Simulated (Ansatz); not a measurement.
`C=[C]([GeH3])Br` + CH₃OH → `C=C(Br)OC` + GeH₄  (substitution at a C–Ge bond)

Program: Ansatz. Geometries: PBE0-D4/def2-TZVP. ΔE: electronic, gas phase. CCSD(T)/CBS is the MP2 limit (def2-TZVPP, def2-QZVPP) plus CCSD(T) − MP2 in def2-TZVPP, frozen cores. This one scheme is used for every species. DFT in def2-TZVPP. For Br, Ge outer-core shells are correlated without core-valence functions, which leaves a few kJ/mol of doubt a bond. Scalar relativity is left out up to krypton. Each species was taken in one conformer, which may not be the lowest.

`C=[C]([GeH3])Br`:

Z-matrix (Å, degrees):
```
Ge
C 1 1.947
H 1 1.534 2 109.1
H 1 1.534 2 109.1 3 -119.8
H 1 1.537 2 107.7 3 120.1
Br 2 1.901 1 114.9 3 60.0
C 2 1.324 1 125.2 3 -120.0
H 7 1.085 2 122.8 1 180.0
H 7 1.086 2 119.6 1 -0.0
```

CH₃OH:

```xyz
6

C     0.210    0.283    0.052
O    -0.369   -0.791   -0.653
H     0.906    0.774   -0.629
H     0.773   -0.050    0.933
H    -0.534    1.024    0.370
H    -0.985   -1.240   -0.072
```

`C=C(Br)OC`:

Z-matrix (Å, degrees):
```
C
O 1 1.420
H 1 1.088 2 106.0
H 1 1.092 2 110.8 3 119.1
H 1 1.094 2 110.5 3 -119.1
C 2 1.333 1 117.4 3 177.5
Br 6 1.917 2 115.8 1 56.4
C 6 1.323 2 123.8 1 -128.1
H 8 1.079 6 121.3 2 -173.6
H 8 1.083 6 118.9 2 5.0
```

GeH₄:

Cartesian coordinates in Å:
```
Ge 0.000 0.000 0.000
H -0.702 1.265 0.510
H -0.260 -0.157 -1.504
H -0.548 -1.224 0.744
H 1.509 0.117 0.249
```

```tsv
level	ΔE (kJ/mol)
r2SCAN-D4	25.1
PBE0-D4	30.7
MP2/def2-TZVPP	46.2
SCS-MP2/def2-QZVPP	46.6
```

Q: What does CCSD(T)/CBS give? (Best estimate.)

A: The calculation gave: +45.0 kJ/mol. The listed levels differ from it by -19.9, -14.3, 1.2, 1.6 kJ/mol.

Largest T1 diagnostic among the species: 0.012.

From PBE to PBE0 (25 % exact exchange), in def2-TZVPP and without D4, ΔE moves by +5.5 kJ/mol. In def2-TZVPP, CCSD(T) changes the Hartree–Fock value by +3.2 kJ/mol (the triples alone add −1.7 kJ/mol) and MP2 by +7.4 kJ/mol.
